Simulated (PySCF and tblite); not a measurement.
The numbers below are computed, except where a source is named.
C₇H₇FO, numbered as in [CH3:1][O:2][c:3]1[cH:4][cH:5][cH:6][c:7]([F:8])[cH:9]1. Conformers came from 60 starts (ETKDG, MMFF94s, GFN2-xTB); geometries are GFN2-xTB. Energies: PBE0-D3(BJ)/pcSseg-1, with GFN2-xTB thermal terms (modes under about 100 cm⁻¹ blended into free rotors). Symmetry numbers and mirror images are counted. Conformers within 3 kcal/mol (GFN2-xTB free energy) were kept, 10 at most. GIAO shieldings: PBE0/pcSseg-1. Shifts are against TMS (¹H), TMS (¹³C), CFCl3 (¹⁹F) at the same level. Programs: PySCF with density fitting and tblite.

Torsions listed: C1–O2–C3–C4.

```csv
conformer,shape,point group,mirror pair,ΔE(DFT),Δ(G−E) at 400 K,δ C4 (ppm)
1,180°,Cs,no,0.00,0.00,118.8
2,0°,Cs,no,0.19,0.05,107.8
```

Energies in kcal/mol; the thermal term leaves out symmetry numbers and mirror images.

(1) Work out the weights at 400 K and the ¹³C shift of C4 under fast exchange.

## Answers

(1) RT = 0.795 kcal/mol. Each conformer gets RT ln(σ/g), with σ the rotational symmetry number and g = 2 for a mirror pair: 1: σ = 1, g = 1, G = 0.00 + 0.00 + 0.00 = 0.00, 0.00 above the lowest, exp(−ΔG/RT) = 1.000; 2: σ = 1, g = 1, G = 0.19 + 0.05 + 0.00 = 0.23, 0.23 above the lowest, exp(−ΔG/RT) = 0.745. The sum is 1.745, so the weights are 57.3, 42.7 %. The averaged shift is 114.1 ppm. At 298.15 K it is 114.3 ppm. At 298.15 K the leading conformer alone gives 118.8 ppm and bare DFT energies give 114.1 ppm.


Conformer gaps in pcSseg-1 on xTB geometries can be 2 kcal/mol off for S=O, P=O and other polar bonds.